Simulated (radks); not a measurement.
All-electron atom: Pd4+ in [Ar] 3d10 4s1.5 4p6 4d6.5 (fractional occupations, a model configuration).

All-electron calculation, scalar-relativistic Kohn-Sham, PBEsol, spin-polarised, spherical densities, point nucleus; open shells are filled with parallel spins first (spin-orbit coupling, left out, can overturn this in heavy ions). Program: a radial shooting solver on a logarithmic mesh with Libxc functionals.

Energy parts (hartree):
part                        energy
total                  -5037.80638
kinetic                 5225.35527
electron-nucleus      -12084.32092
Hartree                 1960.63732
exchange-correlation    -139.47806

Orbitals (lengths in bohr, moments of r in powers of bohr; <r^-3> diverges for s and p1/2):
orbital  occ.  eigenvalue (hartree)  <r^-3>
1s up       1             -889.8707       -
1s down     1             -889.8649       -
2s up       1             -131.8855       -
2s down     1             -131.8543       -
2p up       3             -118.4974    3501
2p down     3             -118.4725    3502
3s up       1             -25.61962       -
3s down     1             -25.59818       -
3p up       3             -21.22168   618.4
3p down     3             -21.19802   618.3
3d up       5             -14.23544   84.21
3d down     5             -14.20348   84.22
4s up       1              -5.34941       -
4s down   0.5              -5.21555       -
4p up       3              -4.06310   105.7
4p down     3              -3.92821   106.1
4d up       5              -2.18307   9.920
4d down   1.5              -2.05547   9.768

The highest occupied level is 4d down at -55.932 eV. The density falls to 0.001 e/bohr^3 at r = 2.93 bohr.
